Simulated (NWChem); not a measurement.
# iodine monochloride (ClI)

```xyz
2

Cl     0.0000     0.0000     1.8075
I      0.0000     0.0000    -0.5798
```
Charge 0, spin multiplicity 1.

All runs are NWChem calculations. All single points use one geometry, from B3LYP/def2-SVP with def2 effective core potentials on I, a minimum by its harmonic frequencies.

Symmetry labels belong to the abelian group C2v used in the runs, with the axes of the coordinates shown; states degenerate in a higher group split over its labels.

Effective core potentials replace the inner electrons of I; spin-orbit coupling is left out. B3LYP has NWChem's definition, with VWN1-RPA local correlation.

Q: List the lowest 4 singlet excitations that TD-B3LYP/def2-SVPD with def2 effective core potentials on I, VWN1-RPA local correlation gives, with oscillator strengths.

A: 
| state | symmetry | energy (eV) | wavelength (nm) | f |
|---|---|---|---|---|
| 1 | b1 | 2.30 | 540 | 0.001 |
| 2 | b2 | 2.30 | 540 | 0.001 |
| 3 | b1 | 4.42 | 280 | 0.001 |
| 4 | b2 | 4.42 | 280 | 0.001 |
